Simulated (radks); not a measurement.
All-electron atom: neutral hydrogen in 1s0.5 2s0.5 (fractional occupations, a model configuration).

Calculated with a radial shooting solver on a logarithmic mesh with Libxc functionals: scalar-relativistic Kohn-Sham, LDA (Slater exchange, Perdew-Wang correlation), spin-polarised, spherical densities, point nucleus; open shells are filled with parallel spins first.

Energy parts (hartree):
part                    energy
total                 -0.32313
kinetic                0.31568
electron-nucleus      -0.62569
Hartree                0.14222
exchange-correlation  -0.15534

Orbitals (lengths in bohr, moments of r in powers of bohr):
\begin{tabular}{lrrr}
orbital & occ. & eigenvalue (hartree) & <r^2> \\ \hline
1s up & 0.5 & -0.40975 & 2.718 \\
2s up & 0.5 & -0.05067 & 57.79 \\
2p up & 0 & -0.03853 & 55.49 \\
\end{tabular}

The highest occupied level is 2s up at -1.379 eV. The density falls to 0.001 e/bohr^3 at r = 2.50 bohr. Summed over all electrons, <r^2> = 30.26 bohr^2, which gives a Langevin (diamagnetic) susceptibility term of -24 x 10^-6 cm^3/mol. Spin moment in Bohr magnetons: 1.
